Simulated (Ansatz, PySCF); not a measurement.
Pulling on the B1–H2 bond in BH3O (SMILES BO) (multiplicity 1 held, fragments rigid). Energies count from the point at 1.192 Å.
Geometry at that point (charge 0, multiplicity 1):
```json
[
 {"atom": "B", "x (Å)": "-0.4484", "y (Å)": "-0.5534", "z (Å)": "0.0610"},
 {"atom": "H", "x (Å)": "-0.3382", "y (Å)": "-1.3375", "z (Å)": "0.9518"},
 {"atom": "H", "x (Å)": "-1.3024", "y (Å)": "-0.6419", "z (Å)": "-0.7734"},
 {"atom": "O", "x (Å)": "0.4452", "y (Å)": "0.4596", "z (Å)": "0.0279"},
 {"atom": "H", "x (Å)": "0.3210", "y (Å)": "1.0699", "z (Å)": "-0.7069"}
]
```

U- levels take the lowest unrestricted solution at each point, which mixes spins at long bonds. Active spaces are followed from a long bond inwards. Curves can end on different states.

Correlated levels freeze the cores. Rows in 6-31G* carry no dispersion term and start afresh at each structure (6-31G* with six Cartesian d functions).

Run with Ansatz (Gaussian basis) for Hartree–Fock, density functionals and correlated methods; PySCF for 6-31G* rows. Values without a source in brackets are computed.

Task: Predict the energy at R = 3.814 Å from FIC-MRCISD+Q on CASSCF(2,2)/cc-pVTZ.

Result: 110.0 kcal/mol

Task: What is the computed energy at R = 3.814 Å (U-CCSD/cc-pVTZ)?

Result: 110.4 kcal/mol

Task: Give the energy at R = 3.814 Å at the level R-B3LYP/6-31G*.

Result: 144.9 kcal/mol

Doubts at one or more of the structures used: a restricted determinant that unrestricted orbitals would lower (R-B3LYP/6-31G*); a spin-contaminated determinant (U-CCSD/cc-pVTZ).

Ansatz is a program for electronic structure.
